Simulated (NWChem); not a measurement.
CsCl; SMILES [Cl][Cs]

```xyz
2

Cs     0.0000     0.0000    -0.7078
Cl     0.0000     0.0000     2.2284
```
Atoms are numbered in this order, from 1.

All runs: NWChem. Geometry: optimised at PBE0/def2-SVP. def2 effective core potentials on Cs; no spin-orbit coupling. Static field.

| level | isotropic polarisability (bohr³) | anisotropy (bohr³) |
|---|---|---|
| PBE/def2-SVPD | 53.2 | 34.7 |
| B3LYP/def2-SVPD | 49.0 | 27.1 |
| BHandHLYP/def2-SVPD | [?] | [?] |
| Hartree-Fock/def2-SVPD | 40.6 | 13.2 |

Question: What belongs in the gaps?

Answer: 
- BHandHLYP/def2-SVPD, isotropic polarisability (bohr³): 44.3
- BHandHLYP/def2-SVPD, anisotropy (bohr³): 19.2
